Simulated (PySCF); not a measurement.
Polarisability and C₆ of W²⁺ (tungsten, charge +2)

[Xe] 4f14 5d3 6s1, high-spin 5F determinant (an excited configuration). Computed with PySCF 2.14 in aug-cc-pVTZ-PP with ECP60MDF (6s6p5d3f2g, 88 functions), with scalar relativity through the core potential. Coupled (time-dependent) response in atomic units; α is the mean over directions.

```json
{"method": "UHF", "mean α (bohr³)": "28.09", "C₆ (like pair)": "195.3", "S(−4)": "396.2"}
{"method": "PBE", "mean α (bohr³)": "22.56", "C₆ (like pair)": "153.6", "S(−4)": "219.3"}
{"method": "PBE0", "mean α (bohr³)": "23.54", "C₆ (like pair)": "160.5", "S(−4)": "247.6"}
```

S(−4) is the Cauchy moment in α(ω) = α(0) + S(−4) ω² + …

Spin-orbit coupling is absent.

α(iu) at PBE0:

| u (hartree) | α(iu) (bohr³) |
| --- | --- |
| 0 | 23.54 |
| 0.0500 | 22.94 |
| 0.100 | 21.36 |
| 0.200 | 17.12 |
| 0.300 | 13.39 |
| 0.500 | 8.787 |
| 0.750 | 5.953 |
| 1.00 | 4.411 |
| 1.50 | 2.767 |
| 2.00 | 1.906 |
| 3.00 | 1.051 |
| 5.00 | 0.4459 |

A single London oscillator, α(iu) = α/(1 + u²/ω²), gives C₆ = (3/4) ω α². Matching the computed C₆ needs ω = 4 × 160.5 / (3 × 23.54²) = 0.386 hartree.

For an ion, C₆ is the dispersion term alone; charge-induced terms of lower order in 1/R come first.

Energies and moments cover only the electrons outside the core potential. Spin-orbit coupling, absent here, splits the open shell strongly.
